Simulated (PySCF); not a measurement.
A GIAO shielding run with PySCF (density fitting, non-relativistic, gas phase) on `C[Si@H](O)[SiH2]N`, CH$_{9}$NOSi$_{2}$:

```
$ OMP_NUM_THREADS=1 python probes_run.py task.json out

{"job": {"kind": "nmr", "xc": "PBE0", "basis": "cc-pVTZ", "pop": true}, "charge": 0, "multiplicity": 1}
C      1.976273    -0.249421     0.399164
Si     0.614083     0.272595    -0.782990
O      0.112260     1.853952    -0.480312
Si    -1.371775    -0.887158    -0.355390
N     -1.938613    -0.044212     1.057035
H      2.283395    -1.287509     0.191831
H      2.868836     0.390786     0.311827
H      1.611979    -0.201514     1.437040
H      1.128196     0.150295    -2.188890
H      0.782025     2.540544    -0.551635
H     -1.136604    -2.327286    -0.015245
H     -2.287776    -0.892606    -1.550684
H     -2.815997    -0.300993     1.496677
H     -1.833637     0.966397     1.024618
```

Hardware: 1 thread of an Arm Neoverse V1, shared host. The job also computes population analyses, field gradients.

Q: How large is the calculation?

A: 58 electrons, 284 basis functions and 754 auxiliary functions.

Q: How long does it take, and how much memory does it need?

A: 45 s of wall time, with 14 SCF cycles and 5 response iterations; peak memory 1.1 GiB. Times on a shared host scatter by some tens of per cent.

Q: And these other runs on the same molecule and hardware: GIAO shielding at PBE0/6-311+G(2d,p); GIAO shielding at PBE0/6-31G*; GIAO shielding at PBE0/IGLO-III; GIAO shielding at PBE0/aug-cc-pVDZ; GIAO shielding at PBE0/cc-pVDZ; GIAO shielding at PBE0/def2-SVP?

A: PBE0/6-311+G(2d,p): 205 functions, 25 s; PBE0/6-31G*: 96 functions, 9.5 s; PBE0/IGLO-III: 283 functions, 41 s; PBE0/aug-cc-pVDZ: 204 functions, 26 s; PBE0/cc-pVDZ: 123 functions, 13 s; PBE0/def2-SVP: 123 functions, 11 s.
